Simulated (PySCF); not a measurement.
**Towards the basis-set limit for GaBr**

State: ¹Σ⁺, singlet, closed shell. De refers to Ga + Br. RHF-based CCSD(T) in PySCF 2.14 with Ga cc-pwCVDZ-PP with ECP10, Br aug-cc-pVDZ-PP with ECP10 and Ga cc-pwCVTZ-PP with ECP10, Br aug-cc-pVTZ-PP with ECP10 (frozen core orbitals: 13; scalar-relativistic core potentials). Correlation energies are extrapolated as n⁻³ (n = 2, 3), Hartree–Fock as (n+1)·exp(−9√n). CV is the change on freezing 8 orbitals instead, in Ga cc-pwCVTZ-PP with ECP10, Br cc-pwCVTZ-PP with ECP10.

```tsv
Level	Re (Å)	ωe (cm⁻¹)	ωexe (cm⁻¹)	αe (cm⁻¹)	De (eV)
CCSD(T)/DZ	2.3966	252.5	0.622	0.000316	4.094
CCSD(T)/TZ	2.3668	264.1	0.676	0.000320	4.249
HF/CBS	2.3905	255.6	0.699	0.000330	3.189
MP2/CBS	2.3480	269.7	0.684	0.000323	4.478
CCSD/CBS	2.3592	267.4	0.697	0.000323	4.177
CCSD(T)/CBS	2.3596	267.2	0.688	0.000321	4.321
CCSD(T)/CBS+CV	2.3526	268.5	0.694	0.000324	4.355
```

Q: How much is left between CCSD(T)/TZ and the basis-set limit, and how much do the triples give at the limit?

A: CCSD(T)/CBS less CCSD(T)/TZ: -7.2 mÅ in Re, +3.1 cm⁻¹ in ωe and +0.072 eV in De. CCSD(T)/CBS less CCSD/CBS: +0.4 mÅ in Re, -0.2 cm⁻¹ in ωe and +0.144 eV in De.

Q: What do the later terms add?

A: CV: -7.0 mÅ in Re, +1.3 cm⁻¹ in ωe and +0.034 eV in De, each against the row above.

The T1 diagnostic is 0.016. The open-shell atoms are computed with UHF. Spin–orbit coupling, excitations beyond (T) and corrections to the Born–Oppenheimer picture are left out.

The whole job (state search and all basis sets along the bond) took about 38 min on 4 threads of Arm Neoverse V1 (shared host), peak memory 8.7 GiB.
